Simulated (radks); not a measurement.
Results of a calculation; reference values are marked as such.
Coherent X-ray form factor from a spherical all-electron density. Level of theory: scalar-relativistic Kohn-Sham, LDA (Slater exchange, Perdew-Wang correlation), spin-polarised, spherical densities, finite nucleus; Fermi nuclear charge, rms radius of each element as measured or else 0.836 A^(1/3) + 0.57 fm (a radial shooting solver on a logarithmic mesh with Libxc functionals).

sin(theta)/lambda (1/angstrom),f0 (electrons)
0.05,72.055
0.1,69.552
0.15,66.191
0.2,62.555
0.25,58.946
0.3,55.479
0.4,49.123
0.5,43.611
0.6,38.889
0.8,31.290
1,25.570
1.25,20.592
1.5,17.451
2,13.802

The species is in the configuration that NIST lists as its ground one. Which atom or ion scatters so?

Answer. The tungsten ion W+, [Xe] 4f14 5d4 6s1. Extrapolating in s^2 from the first two rows gives f0(0) = 72.9, near the electron count 73; among species with that count, the fall with angle is slower the higher Z, and the table is that of Z = 74; from so few rows the species is fixed only to a neighbour or two.
